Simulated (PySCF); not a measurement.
**Orbital picture of SnH⁻**

UHF at R = 1.813 Å; Sn def2-TZVPPD with ECP28, H def2-TZVPPD; scalar-relativistic core potentials (PySCF 2.14). State: ³Σ⁻ (triplet), unpaired electrons π ↑↑. Only the outer orbitals are listed, counted within each symmetry, core potentials removing the inner ones.

| spin | orbital | occ. | ε (eV) | on Sn (%) | main shells (%) |
| --- | --- | --- | --- | --- | --- |
| α | 4σ | 1 | -10.72 | 80 | 78 Sn s, 20 H s |
| α | 5σ | 1 | -4.07 | 64 | 44 Sn p, 35 H s, 15 Sn s |
| α | 3π | 1 | -1.38 | 102 | 102 Sn p |
| α | 3π | 1 | -1.38 | 102 | 102 Sn p |
| α | 6σ | 0 | 5.51 | 104 | 104 Sn s |
| α | 7σ | 0 | 6.73 | 102 | 68 Sn d, 34 Sn p |
| α | 2δ | 0 | 6.99 | 100 | 100 Sn d |
| β | 4σ | 1 | -8.53 | 59 | 55 Sn s, 40 H s |
| β | 5σ | 1 | -3.31 | 74 | 38 Sn p, 35 Sn s, 25 H s |
| β | 6σ | 0 | 5.91 | 107 | 103 Sn s |
| β | 3π | 0 | 6.05 | 101 | 101 Sn p |
| β | 3π | 0 | 6.05 | 101 | 101 Sn p |

Which are the highest filled and the lowest empty level, where do they sit, and how wide is the gap?

Highest filled α 3π at -1.38 eV (in %: 102 Sn p); lowest empty α 6σ at 5.51 eV (in %: 104 Sn s); the gap at UHF is 6.89 eV. An empty level above zero is unbound, and its energy depends on the basis.

* bond order (Mayer): 0.90
* ⟨S²⟩: 2.025
* charge on Sn (Mulliken, basis-dependent): -0.79
* charge on Sn (Löwdin, basis-dependent): -0.53
* dipole moment (positive dipole points towards H; it is taken about the centre of mass and depends on that origin): -0.80 D
* polarisability along the bond: 98.3 bohr³
* polarisability across the bond: 129.2 bohr³

Shares are Mulliken populations and can fall outside 0 to 100 %.

Spin–orbit coupling is left out. The state was picked by a PBE0 search and need not be the measured ground state.
